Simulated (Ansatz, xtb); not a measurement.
Redistribution: C4H9F + CH2FI → C3H6F2 + C2H5I

Species: C4H9F `CC(C)CF`, singlet; CH2FI (fluoroiodomethane) `FCI`, singlet; C3H6F2 `CC(F)CF`, singlet; C2H5I (iodoethane) `CCI`, singlet. The partners trade CH3 for F; both sit on C, so the bond types are kept.

Shapes, held fixed at every level: PBE0-D4/def2-TZVP. Flexible molecules stand in one conformer, not always the lowest. Programs: Ansatz 0.2.0, xtb 6.7.1. The zero-point and thermal change to 298 K, harmonic and unscaled (PBE0-D4/def2-TZVP), is -0.5 kJ/mol.

```csv
level,kind,ΔH(298 K) (kJ/mol),less CCSD(T)/def2-TZVPP,CPU time (sum over the molecules)
GFN2-xTB,semi-empirical,-13.5,+14.0,0.21 s
r2SCAN0-D4/def2-TZVPP,global hybrid,-28.7,-1.2,39 s
wB97M-V/def2-TZVPP,range-separated hybrid,-27.5,0.0,91 s
wB97X-V/def2-TZVPP,range-separated hybrid,-27.6,-0.1,61 s
B2PLYP/def2-TZVPP,double hybrid,-28.8,-1.3,50 s
CCSD/def2-SVP,coupled cluster or CI,-27.2,+0.3,–
CCSD/def2-TZVPP,coupled cluster or CI,-28.9,-1.4,–
CCSD(T)/def2-TZVPP,coupled cluster or CI,-27.5,0.0,19 min
```

The highest level, CCSD(T)/def2-TZVPP, gives ΔH(298 K) = -27.5 kJ/mol; the levels span -28.9 to -13.5. The column of differences is taken from that level and isn't an error. No measured value is set beside it here. For atoms past krypton def2 sets carry core potentials with scalar relativity. Outer-core shells of I are correlated in most correlated rows, in sets that cover them unevenly. Times are processor times on shared x86 and Arm servers, and rough.
